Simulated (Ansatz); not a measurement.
Born–Oppenheimer molecular dynamics of BClF2 (4 atoms, charge 0, multiplicity 1). It goes on from the last frame of an earlier run, with new velocities.

All numbers below come from RKS B3LYP-D4/6-31G* (Ansatz).

```json
{"ensemble": "NVE (Milne-controlled integrator)", "time step": "1 fs", "steps asked": "250", "starting velocities drawn for": "200 K", "seed": "512634"}
```

First frame:

```xyz
4
Properties=species:S:1:pos:R:3
B 0.019 0.000 -0.015
F -0.001 0.000 1.303
Cl 1.563 0.000 -0.902
F -1.131 0.000 -0.649
```

**Question.** How far do the bonds stretch over the last three quarters of this one trajectory? (Pairs bonded in most of those frames.)

**Answer.** 
```json
{"bond": "B1–F2", "mean (Å)": "1.317", "spread (Å)": "0.016", "shortest": "1.28", "longest": "1.34"}
{"bond": "B1–Cl3", "mean (Å)": "1.759", "spread (Å)": "0.022", "shortest": "1.72", "longest": "1.80"}
{"bond": "B1–F4", "mean (Å)": "1.316", "spread (Å)": "0.016", "shortest": "1.29", "longest": "1.35"}
```

Mean temperature of the second half: 122 K. The conserved energy stayed within 0.0066 meV per atom of its start (net change -0.0042 meV per atom), so the integration is sound. A run of 0.25 ps of so small a system gives no equilibrium averages.

Run time: 7.6 min on 1 thread of Arm Neoverse V1 (shared host), peak memory 0.1 GiB.
